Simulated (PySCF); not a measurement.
Species: C5H2F2N2.
SMILES with atom numbers: `[N:1]#[C:2]/[C:3]([F:4])=[C:5](/[C:6]#[N:7])[CH2:8][F:9]` (hydrogens: H10, H11 on C8)

The same species was optimised twice, with GFN2-xTB and with PBE0-D3(BJ)/def2-SVP (PySCF), and the same property calculations (PySCF, gas phase) were run on both structures.

```
     coordinate  GFN2-xTB  PBE0-D3(BJ)/def2-SVP  change
      C3–F4 (Å)     1.341                 1.321  -0.020
      C6≡N7 (Å)     1.145                 1.159  +0.014
      N1≡C2 (Å)     1.144                 1.158  +0.014
      C2–C3 (Å)     1.419                 1.430  +0.011
      C5–C6 (Å)     1.416                 1.426  +0.010
      C8–F9 (Å)     1.362                 1.356  -0.006
      C5–C8 (Å)     1.501                 1.506  +0.005
      C3=C5 (Å)     1.348                 1.349  +0.001
   C5–C6–N7 (°)     179.5                 176.7    -2.8
   N1–C2–C3 (°)     176.8                 174.9    -1.9
   C3–C5–C6 (°)     119.8                 118.6    -1.2
   C2–C3–F4 (°)     113.8                 113.0    -0.8
   C6–C5–C8 (°)     115.0                 115.7    +0.7
   C2–C3–C5 (°)     126.3                 126.9    +0.6
   C3–C5–C8 (°)     125.2                 125.7    +0.5
   C5–C8–F9 (°)     112.4                 111.9    -0.5
C3–C5–C8–F9 (°)         0                    -3      -3
```

Rotational constants: A = 2373, B = 1391, C = 881.8 MHz (GFN2-xTB) against A = 2357, B = 1376, C = 873.6 MHz (PBE0-D3(BJ)/def2-SVP).

On the GFN2-xTB structure: lowest singlet, TDDFT (eV) 5.40 [PBE0/def2-SVPD]; lowest triplet, Tamm–Dancoff (eV) 3.05 [PBE0/def2-SVPD]; isotropic polarisability (au) 72.6 [PBE0/def2-SVPD]; HOMO (eV) -8.83 [PBE0/def2-SVPD]; LUMO (eV) -3.19 [PBE0/def2-SVPD]; dipole (D) 2.14 [PBE0/def2-SVPD]; HOMO (eV) -8.78 [PBE0/pcSseg-1]; LUMO (eV) -3.12 [PBE0/pcSseg-1]; dipole (D) 2.12 [PBE0/pcSseg-1]; GIAO shielding of N1 (ppm) -86.6 [PBE0/pcSseg-1]; GIAO shielding of C2 (ppm) 71.9 [PBE0/pcSseg-1]; GIAO shielding of C3 (ppm) 35.1 [PBE0/pcSseg-1]; GIAO shielding of F4 (ppm) 263.1 [PBE0/pcSseg-1]; GIAO shielding of C5 (ppm) 71.1 [PBE0/pcSseg-1]; GIAO shielding of C6 (ppm) 72.6 [PBE0/pcSseg-1]; GIAO shielding of N7 (ppm) -86.2 [PBE0/pcSseg-1]; GIAO shielding of C8 (ppm) 104.5 [PBE0/pcSseg-1].

Q: What do these properties become on the PBE0-D3(BJ)/def2-SVP structure?

A: 
| property | level | on GFN2-xTB | on PBE0-D3(BJ)/def2-SVP | change |
| --- | --- | --- | --- | --- |
| lowest singlet, TDDFT (eV) | PBE0/def2-SVPD | 5.40 | 5.36 | -0.04 |
| lowest triplet, Tamm–Dancoff (eV) | PBE0/def2-SVPD | 3.05 | 3.03 | -0.02 |
| isotropic polarisability (au) | PBE0/def2-SVPD | 72.6 | 73.5 | +0.9 |
| HOMO (eV) | PBE0/def2-SVPD | -8.83 | -8.78 | +0.05 |
| LUMO (eV) | PBE0/def2-SVPD | -3.19 | -3.17 | +0.02 |
| dipole (D) | PBE0/def2-SVPD | 2.14 | 2.14 | 0.00 |
| energy, GFN2-xTB geometry as zero (kcal/mol) | PBE0/def2-SVPD | 0.0 | -1.0 | -1.0 |
| HOMO (eV) | PBE0/pcSseg-1 | -8.78 | -8.73 | +0.05 |
| LUMO (eV) | PBE0/pcSseg-1 | -3.12 | -3.11 | +0.01 |
| dipole (D) | PBE0/pcSseg-1 | 2.12 | 2.11 | -0.01 |
| energy, GFN2-xTB geometry as zero (kcal/mol) | PBE0/pcSseg-1 | 0.0 | -0.5 | -0.5 |
| GIAO shielding of N1 (ppm) | PBE0/pcSseg-1 | -86.6 | -90.2 | -3.6 |
| GIAO shielding of C2 (ppm) | PBE0/pcSseg-1 | 71.9 | 69.2 | -2.7 |
| GIAO shielding of C3 (ppm) | PBE0/pcSseg-1 | 35.1 | 36.0 | +0.9 |
| GIAO shielding of F4 (ppm) | PBE0/pcSseg-1 | 263.1 | 266.9 | +3.8 |
| GIAO shielding of C5 (ppm) | PBE0/pcSseg-1 | 71.1 | 70.7 | -0.4 |
| GIAO shielding of C6 (ppm) | PBE0/pcSseg-1 | 72.6 | 69.8 | -2.8 |
| GIAO shielding of N7 (ppm) | PBE0/pcSseg-1 | -86.2 | -92.7 | -6.5 |
| GIAO shielding of C8 (ppm) | PBE0/pcSseg-1 | 104.5 | 104.6 | +0.1 |

The heavy atoms differ by 0.032 Å rms after alignment. Among bonds between heavy atoms C3–F4 changes most (-0.020 Å). Changes are differences of the printed values. Neither structure is proved a minimum here.

Conformer computed: `[N:1]#[C:2]/[C:3]([F:4])=[C:5](/[C:6]#[N:7])[CH2:8][F:9]`: C3–C5–C8–F9 -3°.
